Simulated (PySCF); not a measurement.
Se(H)(iPr) (C₃H₈Se), SMILES CC(C)[SeH]. The structure is a stationary point at r2SCAN-D4/def2-SVP. The values are those of a single conformer.

These are r2SCAN-D4/def2-SVP in PySCF values and carry that method's errors.

Harmonic wavenumbers (cm⁻¹): 174, 248, 262, 270, 297, 398, 552, 765, 902, 924, 958, 1042, 1144, 1167, 1233, 1335, 1380, 1390, 1454, 1455, 1467, 1477, 2430, 3018, 3027, 3071, 3112, 3120, 3135, 3139. Rotational constants (GHz): 7.789, 2.819, 2.225; symmetry number 1.

Question: Work out the zero-point energy and the ideal-gas rigid-rotor harmonic-oscillator thermochemistry at 298.15 K and 1 atm.

Answer: ZPE = ½ Σ hcν = ½ × 44348 cm⁻¹ = 63.40 kcal/mol. H − E(el) = 67.85 kcal/mol. Entropy in cal/(mol K): translation 40.34, rotation 26.29, vibration 11.27, total 77.90. G − E(el) = 44.62 kcal/mol. Cp = 23.14 cal/(mol K).
